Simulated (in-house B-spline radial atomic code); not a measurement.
Inner levels of zirconium as electrons are removed. A shift is the extra binding of the orbital against the neutral atom ([Kr] 4d3/2(2) 5s2). The density at the nucleus is averaged over the nuclear charge. Computed with an all-electron radial atomic-structure program (B-spline basis): Dirac-Hartree-Fock, jj configuration that fills j = l - 1/2 first, finite nuclei.

A number in brackets counts the electrons of a j subshell.

```
  ion               configuration  shift of 1s1/2 (eV)  radius of 1s1/2 (bohr)  Σ<r²> (bohr²)  change of density at nucleus (bohr⁻³)
Zr30+                [He] 2s2 2p6              1611.42                0.037021        0.20223                                -1072.1
Zr31+  [He] 2s2 2p1/2(2) 2p3/2(3)                    ?                       ?              ?                                      ?
Zr32+  [He] 2s2 2p1/2(2) 2p3/2(2)              2055.66                0.036955        0.14869                                -684.47
Zr33+  [He] 2s2 2p1/2(2) 2p3/2(1)              2284.25                 0.03692        0.12373                                -483.17
Zr34+           [He] 2s2 2p1/2(2)              2517.13                0.036883       0.099905                                -276.85
Zr35+           [He] 2s2 2p1/2(1)              2762.42                0.036841       0.078078                                -109.66
Zr36+                    [He] 2s2                    ?                       ?              ?                                      ?
Zr37+                    [He] 2s1                    ?                       ?              ?                                      ?
Zr38+                         1s2              3445.29                0.036771      0.0036367                               -7872.15
Zr39+                         1s1              4143.24                0.036412       0.001781                               -39712.3
```

Task: Fill in the row of Zr31+.

Result: shift of 1s1/2 (eV): 1831.38; radius of 1s1/2 (bohr): 0.036988; Σ<r²> (bohr²): 0.17483; change of density at nucleus (bohr⁻³): -880.77.

Task: Fill in the row of Zr36+.

Result: shift of 1s1/2 (eV): 3012.43; radius of 1s1/2 (bohr): 0.036798; Σ<r²> (bohr²): 0.057278; change of density at nucleus (bohr⁻³): 59.813.

Task: Fill in the row of Zr37+.

Result: shift of 1s1/2 (eV): 3227.47; radius of 1s1/2 (bohr): 0.036793; Σ<r²> (bohr²): 0.030055; change of density at nucleus (bohr⁻³): -3840.1.
